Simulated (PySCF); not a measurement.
PySCF job for W(OH)(H)5 (H₆OW), SMILES [OH][WH5], multiplicity 1, TDA-PBE/def2-SVPD. The structure is a stationary point at PBE0-D3(BJ)/def2-TZVP. The multiplicity is an assumed one; no other spin state was optimised. The structure was generated by enumeration; whether it is a known compound was not checked. The def2 effective core potentials stand for the cores of W; spin–orbit coupling is left out.

```python
import numpy as np
from pyscf import gto, scf, dft, tdscf

mol = gto.M(
    atom='''
    W     0.16595854    0.04705534    0.00000000
    O    -1.70578918    0.05252611    0.00000000
    H    -2.39919841   -0.60916338   -0.00000003
    H     0.10562214   -1.38130121    0.82036785
    H     1.54193575   -0.92728848   -0.00000004
    H     0.10562215   -1.38130114   -0.82036798
    H     1.00569993    0.19837506    1.48393248
    H     1.00569993    0.19837519   -1.48393247
    ''',
    basis='def2-SVPD',
    ecp={'W': 'def2-svp'},
    charge=0,
    spin=0,
    symmetry=True,
    max_memory=1600,
    verbose=4,
)
mf = dft.RKS(mol, xc='pbe').density_fit(auxbasis='def2-universal-jkfit')
mf.grids.level = 3
mf.conv_tol = 1e-9
mf.max_cycle = 100
mf.kernel()
mf.grids = dft.Grids(mol).set(level=1).build(with_non0tab=True)  # coarser grid for the response kernel
td = tdscf.TDA(mf)
td.singlet = True
td.nstates = 10
td.conv_tol = 1e-4
td.positive_eig_threshold = 1e-6
td.kernel(x0=td.get_init_guess(mf, 15))
td.analyze()
tt = tdscf.TDA(mf)
tt.singlet = False
tt.nstates = 4
tt.conv_tol = 1e-4
tt.positive_eig_threshold = 1e-6
tt.kernel(x0=tt.get_init_guess(mf, 9))
tt.analyze(verbose=3)
```

Log of the run:

```
PySCF version 2.14.0

[INPUT] verbose = 4
[INPUT] num. atoms = 8
[INPUT] num. electrons = 28
[INPUT] charge = 0
[INPUT] spin (= nelec alpha-beta = 2S) = 0
[INPUT] symmetry True subgroup None
[INPUT] Mole.unit = angstrom
[INPUT] Symbol           X                Y                Z      unit          X                Y                Z       unit  Magmom
[INPUT]  1 W      0.165958540000   0.047055340000   0.000000000000 AA    0.313616188633   0.088921705298   0.000000000000 Bohr   0.0
[INPUT]  2 O     -1.705789180000   0.052526110000   0.000000000000 AA   -3.223474376446   0.099259962289   0.000000000000 Bohr   0.0
[INPUT]  3 H     -2.399198410000  -0.609163380000  -0.000000030000 AA   -4.533827913392  -1.151151953314  -0.000000056692 Bohr   0.0
[INPUT]  4 H      0.105622140000  -1.381301210000   0.820367850000 AA    0.199596917290  -2.610280982430   1.550270557898 Bohr   0.0
[INPUT]  5 H      1.541935750000  -0.927288480000  -0.000000040000 AA    2.913836269176  -1.752321265664  -0.000000075589 Bohr   0.0
[INPUT]  6 H      0.105622150000  -1.381301140000  -0.820367980000 AA    0.199596936188  -2.610280850150  -1.550270803563 Bohr   0.0
[INPUT]  7 H      1.005699930000   0.198375060000   1.483932480000 AA    1.900497431194   0.374874533344   2.804225974547 Bohr   0.0
[INPUT]  8 H      1.005699930000   0.198375190000  -1.483932470000 AA    1.900497431194   0.374874779009  -2.804225955649 Bohr   0.0

nuclear repulsion = 71.7252722530179
point group symmetry = Cs
symmetry origin: [ 2.14741553e-10  1.71793285e-09 -4.08009050e-09]
symmetry axis x: [ 1.00000000e+00 -2.13478860e-09 -5.30864305e-11]
symmetry axis y: [-2.13478860e-09 -1.00000000e+00 -3.05947504e-08]
symmetry axis z: [ 5.30863652e-11 -3.05947504e-08  1.00000000e+00]
num. orbitals of irrep A' = 68
num. orbitals of irrep A" = 38
number of shells = 46
number of NR pGTOs = 153
number of NR cGTOs = 106
basis = def2-SVPD
ecp = {'W': 'def2-svp'}


[settings echo left out]
init E= -133.26467551521
HOMO (A') = -0.524629561140859  LUMO (A') = -0.371203277799243  gap/eV = 4.17494
cycle= 1 E= -145.571898044793  delta_E= -12.3  |g|= 0.889  |ddm|=  8.5
HOMO (A") = -0.132332745015892  LUMO (A') = -0.0915787375297086  gap/eV = 1.10897
cycle= 2 E= -143.980026544722  delta_E= 1.59  |g|= 2.74  |ddm|= 2.62
HOMO (A') = -0.178421617996346  LUMO (A') = -0.0765403138431133  gap/eV = 2.77233
cycle= 3 E= -145.66869027765  delta_E= -1.69  |g|= 0.52  |ddm|= 1.99
HOMO (A') = -0.26347102508127  LUMO (A') = -0.146256243582254  gap/eV = 3.18958
cycle= 4 E= -145.722330242266  delta_E= -0.0536  |g|= 0.316  |ddm|= 0.949
HOMO (A') = -0.253783018072809  LUMO (A') = -0.124347003497562  gap/eV = 3.52213
cycle= 5 E= -145.740644845589  delta_E= -0.0183  |g|= 0.18  |ddm|= 0.53
HOMO (A') = -0.246060045383466  LUMO (A') = -0.128390274406769  gap/eV = 3.20196
cycle= 6 E= -145.749123476773  delta_E= -0.00848  |g|= 0.0334  |ddm|= 0.24
HOMO (A') = -0.246162698299241  LUMO (A') = -0.127112420922995  gap/eV = 3.23952
cycle= 7 E= -145.749424385533  delta_E= -0.000301  |g|= 0.0114  |ddm|= 0.0484
HOMO (A') = -0.246228967380308  LUMO (A') = -0.127042412643082  gap/eV = 3.24323
cycle= 8 E= -145.749452243902  delta_E= -2.79e-05  |g|= 0.00343  |ddm|= 0.0124
HOMO (A') = -0.246143189620366  LUMO (A') = -0.126999766980052  gap/eV = 3.24206
cycle= 9 E= -145.749455080006  delta_E= -2.84e-06  |g|= 0.000514  |ddm|= 0.00431
HOMO (A') = -0.246193240290335  LUMO (A') = -0.127027531094249  gap/eV = 3.24266
cycle= 10 E= -145.749455133409  delta_E= -5.34e-08  |g|= 0.000109  |ddm|= 0.000707
HOMO (A') = -0.246184345955914  LUMO (A') = -0.127021492821466  gap/eV = 3.24259
cycle= 11 E= -145.749455136692  delta_E= -3.28e-09  |g|= 8.75e-06  |ddm|= 0.000171
HOMO (A') = -0.246183133675633  LUMO (A') = -0.127021317313687  gap/eV = 3.24256
cycle= 12 E= -145.749455136729  delta_E= -3.71e-11  |g|= 1.05e-06  |ddm|= 2.36e-05
HOMO (A') = -0.246183506635557  LUMO (A') = -0.127021483391403  gap/eV = 3.24256
Extra cycle  E= -145.749455136729  delta_E= 7.11e-13  |g|= 2.42e-06  |ddm|= 5.27e-06
converged SCF energy = -145.749455136729
tot grids = 28952
Overwritten attributes  positive_eig_threshold  of <class 'pyscf.tdscf.rks.TDA'>


******** <class 'pyscf.tdscf.rks.TDA'> for <class 'pyscf.df.df_jk.DFSymAdaptedRKS'> ********
nstates = 10 singlet
deg_eia_thresh = 1.000e-03
wfnsym = None
conv_tol = 0.0001
eigh lindep = 1e-12
eigh level_shift = 0
eigh max_cycle = 100


Excitation energies (eV)
[3.52795316 3.72311408 4.07437695 4.40937888 4.61195921 4.65670151
 4.74504313 5.04888322 5.16067716 5.40285596]

** Singlet excitation energies and oscillator strengths **
Excited State   1:   A'      3.52795 eV    351.43 nm  f=0.0120
      14 -> 15       -0.69645
Excited State   2:   A"      3.72311 eV    333.01 nm  f=0.0121
      13 -> 15       -0.69817
Excited State   3:   A"      4.07438 eV    304.30 nm  f=0.0000
      12 -> 15       -0.69296
      14 -> 17        0.12194
Excited State   4:   A'      4.40938 eV    281.18 nm  f=0.0048
      11 -> 15        0.34412
      13 -> 17       -0.10172
      14 -> 16       -0.60195
Excited State   5:   A'      4.61196 eV    268.83 nm  f=0.0277
      11 -> 15        0.60413
      14 -> 16        0.32795
Excited State   6:   A"      4.65670 eV    266.25 nm  f=0.0045
      12 -> 15        0.10459
      13 -> 16        0.29084
      14 -> 17        0.62557
Excited State   7:   A"      4.74504 eV    261.29 nm  f=0.0207
      12 -> 16        0.27414
      13 -> 16        0.59102
      14 -> 17       -0.24260
Excited State   8:   A"      5.04888 eV    245.57 nm  f=0.0159
      12 -> 16        0.64339
      13 -> 16       -0.21674
      14 -> 17        0.15580
Excited State   9:   A'      5.16068 eV    240.25 nm  f=0.0250
      11 -> 16       -0.36194
      12 -> 17       -0.28493
      13 -> 17        0.51907
Excited State  10:   A'      5.40286 eV    229.48 nm  f=0.0300
      11 -> 16        0.45950
      12 -> 17        0.27416
      13 -> 17        0.43393

** Transition electric dipole moments (AU) **
state          X           Y           Z        Dip. S.      Osc.
  1         0.2515     -0.2744      0.0000      0.1386      0.0120
  2         0.0000     -0.0000     -0.3635      0.1321      0.0121
  3        -0.0000      0.0000     -0.0201      0.0004      0.0000
  4        -0.1868     -0.0958     -0.0000      0.0441      0.0048
  5         0.4443      0.2185     -0.0000      0.2452      0.0277
  6         0.0000     -0.0000     -0.1994      0.0397      0.0045
  7        -0.0000      0.0000      0.4216      0.1778      0.0207
  8         0.0000     -0.0000     -0.3589      0.1288      0.0159
  9        -0.2102     -0.3916      0.0000      0.1975      0.0250
 10        -0.2981     -0.3709      0.0000      0.2264      0.0300

WARN: ECP detected. Skipping calculation of transition velocity and magnetic dipole moments, which have not yet been implemented.



******** <class 'pyscf.tdscf.rks.TDA'> for <class 'pyscf.df.df_jk.DFSymAdaptedRKS'> ********
nstates = 4 triplet
deg_eia_thresh = 1.000e-03
wfnsym = None
conv_tol = 0.0001
eigh lindep = 1e-12
eigh level_shift = 0
eigh max_cycle = 100


Excitation energies (eV)
[2.87817435 3.19818771 3.63685417 3.90471309]

** Triplet excitation energies and oscillator strengths **
Excited State   1:   A'      2.87817 eV    430.77 nm  f=0.0000
Excited State   2:   A"      3.19819 eV    387.67 nm  f=0.0000
Excited State   3:   A"      3.63685 eV    340.91 nm  f=0.0000
Excited State   4:   A'      3.90471 eV    317.52 nm  f=0.0000
```

Self-consistency was reached.

Cost: around 18 core-seconds (rough).
